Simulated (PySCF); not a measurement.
Job for PySCF: R-HF/STO-3G on AsN, 2S+1 = 1, a spin state set in the input, which need not be the lowest, a point of a bond scan (R = 1.491 Å).

```python
from pyscf import gto, scf, dft, mp
from pyscf.data.elements import chemcore

mol = gto.M(
    atom='''
    N     0.00000000    0.00000000    0.00000000
    As    0.00000000    0.00000000    1.49112800
    ''',
    basis='sto-3g',
    charge=0, spin=0, verbose=3, max_memory=1800)
mf = scf.RHF(mol)
mf.conv_tol = 1e-8
mf.max_cycle = 100
mf.kernel()
if not mf.converged:
    mf = mf.newton().run(mf.mo_coeff, mf.mo_occ)
```

The log:

```
converged SCF energy = -2262.96699824238
```

The run converged.

Cost: about 0.07 core-seconds (a rough figure).
